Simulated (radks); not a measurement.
Polarisability of the indium ion In3+, [Kr] 4d10, at imaginary frequency. Method: non-relativistic Kohn-Sham, PBE, spin-polarised, spherical densities, point nucleus; relativity is left out, which matters for an element this heavy; computed with a radial shooting solver on a logarithmic mesh with Libxc functionals. Response by self-consistent Sternheimer equations with the Hartree and adiabatic LDA kernel.

w (hartree),alpha1(iw) (bohr^3),alpha2(iw) (bohr^5)
0.00266,3.362,9.020
0.0143,3.362,9.018
0.0360,3.360,9.006
0.0697,3.354,8.966
0.118,3.338,8.869
0.186,3.304,8.661
0.280,3.234,8.271
0.413,3.102,7.629
0.605,2.873,6.719
0.892,2.511,5.604
1.35,2.003,4.372
2.12,1.381,3.070
3.59,0.7525,1.776
6.94,0.2875,0.7130
17.5,0.06663,0.1435

Static values: alpha1 = 3.362 bohr^3 (0.4982 angstrom^3; uncoupled 4.984), alpha2 = 9.020 bohr^5, alpha3 = 34.55 bohr^7. C6 = 14.64, C8 = 173.4, triple-dipole C9 = 34.71 atomic units. One-pole (London) frequency 4 C6 / (3 alpha1^2) = 1.727 hartree, against 1.781 for minus the highest occupied eigenvalue.
